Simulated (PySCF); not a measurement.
## Spinor energies of Gd⁴³⁺ (gadolinium, charge +43)

Start: [Ar] 3d3; 3d3/2 filled at m_j = -1/2, +1/2, +3/2. Calculated with PySCF 2.14 in an even-tempered Gaussian basis (16 s from 9.8 bohr⁻², ratio 2.8; 12 p from 13 bohr⁻², ratio 2.8; 8 d from 13 bohr⁻², ratio 2.8; 3 f from 41 bohr⁻², ratio 3): generalised Hartree-Fock with the X2C-1e Hamiltonian and a Gaussian nucleus; one run each with spin-orbit coupling (SO) switched off, then screened by Boettger's factors.

```
spinor shell  electrons  ε, spin-free (eV)  ε, screened SO (eV)  weight of nominal j (screened SO)  rms radius, screened SO (bohr)
       1s1/2          2           -52976.1             -52963.7                              1.000                          0.0249
       2s1/2          2           -10863.6             -10858.4                              1.000                           0.100
       2p1/2          2            -9939.5             -10442.7                              1.000                          0.0856
       2p3/2          4            -9939.5              -9719.1                              1.000                          0.0917
       3s1/2          2            -4010.2              -4008.6                              1.000                           0.248
       3p1/2          2            -3714.3              -3845.6                              0.999                           0.237
       3p3/2          4            -3714.3              -3655.8                              1.000                           0.249
       3d3/2          3            -3417.8              -3431.0                              0.992                           0.215
```

```csv
quantity,spin-free,screened SO
E (hartree),-9737.64741,-9746.79581
M_J,3/2,3/2
⟨J²⟩,6.750,3.806
⟨L²⟩,12.000,8.023
⟨S²⟩,3.750,2.152
```

Each row is a mean over spinors that exchange with the open shell spreads, by up to 20.418 eV (3p1/2).

⟨J²⟩ departs a little from M_J(M_J + 1) because the unrestricted spinors polarise the closed shells.

Breit and QED terms are absent; they matter most for the inner s and p1/2 levels.

Densities and radii are taken from the X2C orbitals without a picture-change correction, which distorts them close to the nucleus.

Without spin-orbit coupling the j labels of p, d and f shells carry no meaning; the spin-free column gives the mean over the occupied spinors of each nl shell, and its ⟨J²⟩ belongs to a mixture of degenerate components.
